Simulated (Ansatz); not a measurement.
Steps of a relaxation of `[NH2][W]([NH2])(=[O])=[S]` with RKS PBE0-D4/def2-TZVP.

```sh
$ ansatz run in.yaml --threads 4 --pin off --events-out ev --progress --plain --max-ram 10444MiB
```

```yaml
crystal:
  periodic: [false, false, false]
  atoms:
    - {symbol: N, position_ang: [-1.246390, 1.141040, -0.265880]}
    - {symbol: W, position_ang: [0.230930, -0.144630, -0.569080]}
    - {symbol: N, position_ang: [0.741330, -1.073350, 1.105520]}
    - {symbol: O, position_ang: [-0.227660, -1.276540, -1.729050]}
    - {symbol: S, position_ang: [1.967900, 1.055760, -1.146090]}
    - {symbol: H, position_ang: [-2.239320, 0.967400, -0.461240]}
    - {symbol: H, position_ang: [-1.153990, 2.145210, -0.070620]}
    - {symbol: H, position_ang: [0.444520, -2.018150, 1.376510]}
    - {symbol: H, position_ang: [1.482680, -0.796740, 1.759940]}
basis:
  gaussian: {orbitals: def2-TZVP}
hamiltonian: {xc: pbe0, dispersion: d4}
relax: {f_tol: 0.005, max_steps: 150}
```

Positions (Å) and forces (eV/Å) along the path, 7 of 7 steps:

```xyz
9
step=1 energy=-17751.1242 eV
N    -1.246    1.141   -0.266   -0.331    0.065   -0.210
W     0.231   -0.145   -0.569    1.144    1.932    1.473
N     0.741   -1.073    1.106    0.058   -0.396    0.054
O    -0.228   -1.277   -1.729   -0.317   -0.558   -0.436
S     1.968    1.056   -1.146   -1.091   -0.820    0.245
H    -2.239    0.967   -0.461    0.754   -0.201    0.059
H    -1.154    2.145   -0.071    0.309   -0.803   -0.076
H     0.445   -2.018    1.377   -0.001    0.637   -0.451
H     1.483   -0.797    1.760   -0.525    0.145   -0.659
9
step=2 energy=-17751.2666 eV
N    -1.210    1.104   -0.250   -0.526    0.628    0.002
W     0.282   -0.084   -0.545   -0.996   -0.738    0.246
N     0.711   -1.039    1.077    0.374   -0.374    0.618
O    -0.259   -1.257   -1.650    0.068   -0.037   -0.166
S     1.961    1.027   -1.189    0.838    0.557   -0.312
H    -2.177    0.893   -0.480    0.340   -0.117    0.056
H    -1.127    2.086   -0.008    0.096   -0.255   -0.036
H     0.406   -1.983    1.294   -0.039    0.294   -0.200
H     1.412   -0.747    1.750   -0.155    0.042   -0.208
9
step=3 energy=-17751.2972 eV
N    -1.218    1.115   -0.260   -0.226    0.206    0.019
W     0.263   -0.100   -0.543   -0.001   -0.142   -0.226
N     0.725   -1.049    1.081    0.098   -0.159    0.243
O    -0.240   -1.259   -1.684   -0.024    0.065    0.138
S     1.964    1.029   -1.189    0.045    0.063    0.037
H    -2.183    0.896   -0.462    0.101   -0.096   -0.008
H    -1.125    2.089   -0.008    0.092   -0.077   -0.002
H     0.397   -1.976    1.312   -0.048    0.071   -0.110
H     1.417   -0.745    1.751   -0.036    0.069   -0.091
9
step=4 energy=-17751.3012 eV
N    -1.215    1.116   -0.266   -0.051    0.043    0.006
W     0.266   -0.102   -0.551    0.008    0.023    0.028
N     0.730   -1.050    1.075    0.018   -0.038    0.055
O    -0.258   -1.269   -1.673    0.033    0.036    0.011
S     1.971    1.043   -1.175   -0.052   -0.049   -0.004
H    -2.178    0.886   -0.457    0.011   -0.071   -0.016
H    -1.120    2.086   -0.007    0.067   -0.001    0.009
H     0.387   -1.970    1.307   -0.046   -0.004   -0.056
H     1.415   -0.740    1.747    0.012    0.060   -0.031
9
step=5 energy=-17751.3024 eV
N    -1.214    1.116   -0.266   -0.031    0.024    0.011
W     0.267   -0.101   -0.550    0.024    0.009   -0.019
N     0.730   -1.049    1.075    0.006   -0.019    0.037
O    -0.254   -1.266   -1.675    0.010    0.015    0.009
S     1.971    1.041   -1.178   -0.023   -0.021    0.000
H    -2.175    0.877   -0.452   -0.010   -0.036   -0.014
H    -1.117    2.084   -0.004    0.033    0.014    0.006
H     0.378   -1.965    1.305   -0.025   -0.018   -0.024
H     1.414   -0.737    1.745    0.017    0.032   -0.005
9
step=6 energy=-17751.3027 eV
N    -1.215    1.116   -0.262    0.008   -0.003   -0.006
W     0.267   -0.100   -0.548   -0.008   -0.006    0.003
N     0.728   -1.048    1.078    0.003    0.003   -0.010
O    -0.253   -1.264   -1.673    0.003    0.006    0.006
S     1.971    1.040   -1.180   -0.005   -0.003    0.002
H    -2.175    0.873   -0.455    0.001    0.000    0.000
H    -1.115    2.085   -0.005   -0.003    0.002    0.002
H     0.375   -1.966    1.302    0.000    0.000    0.000
H     1.417   -0.736    1.744    0.000   -0.001    0.003
9
step=7 energy=-17751.3027 eV
N    -1.215    1.116   -0.263    0.001    0.001    0.000
W     0.267   -0.100   -0.548   -0.002   -0.003   -0.002
N     0.729   -1.049    1.078    0.001    0.001    0.000
O    -0.254   -1.264   -1.673    0.001    0.002    0.002
S     1.971    1.039   -1.180   -0.001    0.000    0.000
H    -2.175    0.874   -0.457    0.001    0.000    0.000
H    -1.116    2.085   -0.003   -0.001    0.000    0.000
H     0.376   -1.966    1.302    0.000    0.001   -0.001
H     1.417   -0.736    1.745    0.000   -0.001    0.000
```

Hardware: 4 threads of an Arm Neoverse V2 on a shared host. Wall time 27 s, peak host memory 0.51 GiB.
